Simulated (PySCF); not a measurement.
## XPS shifts beside NMR shieldings

Species: C3H12OSi2.
Structure used (PBE0-D3(BJ)/def2-SVP), in Å, numbered top down from 1:
```
atom  x, y, z in Å
C1     2.9568    0.4518    0.1674
C2     1.7531   -0.4187   -0.1051
O3     0.5792    0.2906    0.2127
Si4   -0.9402   -0.4090    0.2670
C5    -1.4927   -0.9975   -1.4274
Si6   -2.3719    1.2433    1.1055
H7     3.8888   -0.0804   -0.0760
H8     2.9093    1.3699   -0.4368
H9     2.9856    0.7437    1.2277
H10    1.8148   -1.3508    0.4914
H11    1.7413   -0.7236   -1.1699
H12   -0.9022   -1.5891    1.1977
H13   -2.5031   -1.4334   -1.3715
H14   -1.5170   -0.1635   -2.1456
H15   -0.8160   -1.7724   -1.8213
H16   -1.9291    1.7143    2.4537
H17   -2.4197    2.4130    0.1729
H18   -3.7603    0.6942    1.2302
```

Binding energies: PySCF 2.14.0, delta-SCF UKS SCAN, pcX-2 on the ionised atom, pcseg-1 elsewhere, spin-free X2C. Shieldings: GIAO PBE0/pcSseg-1, non-relativistic, same geometry.

```json
{"atom": "C1", "isotropic shielding (ppm)": "164.2"}
{"atom": "C2", "isotropic shielding (ppm)": "120.7"}
{"atom": "C5", "isotropic shielding (ppm)": "185.8"}
```

What are the C 1s binding energies of these atoms?

| atom | environment | C 1s (eV) | isotropic shielding (ppm) |
| --- | --- | --- | --- |
| C5 | Si-methyl carbon | 290.15 | 185.8 |
| C1 | methyl carbon | 290.63 | 164.2 |
| C2 | sp3 carbon bound to oxygen | 292.13 | 120.7 |

Among the listed atoms, is the one with the highest binding energy also the least shielded?

Yes: C2 has both (292.13 eV, 120.7 ppm).

By binding energy: C5 < C1 < C2. By shielding: C2 < C1 < C5.

Geometry: PBE0-D3(BJ)/def2-SVP, one conformer, isolated molecule.
